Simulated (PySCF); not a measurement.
BClH, SMILES [BH]Cl, multiplicity 2.

Coordinates come from a PBE0-D3(BJ)/def2-TZVPD optimisation. The isomer is the one that the SMILES or the coordinates give; other isomers of the formula were not compared.

Level of theory: PySCF with ωB97X/def2-TZVPD.

Gas-phase values at a fixed geometry.

Computed frontier levels, dipole moment and polarisability:
```
Item                                                                                                            Result
---------------------------------------------------------------------------------------------  -----------------------
α spin, highest occupied and lowest empty level                                                      -8.44 and 0.27 eV
β spin, highest occupied and lowest empty level                                                    -12.37 and -0.14 eV
dipole moment                                                                                                   0.53 D
quadrupole, principal values (traceless, Buckingham form, about the centre of nuclear charge)    -2.45, 1.10, 1.35 D·Å
mean static polarisability                                                                        31.5 bohr³ (4.66 Å³)
polarisability, principal values                                                                27.7, 27.9, 38.9 bohr³
⟨S²⟩                                                                                           0.753 (pure state 0.75)
```
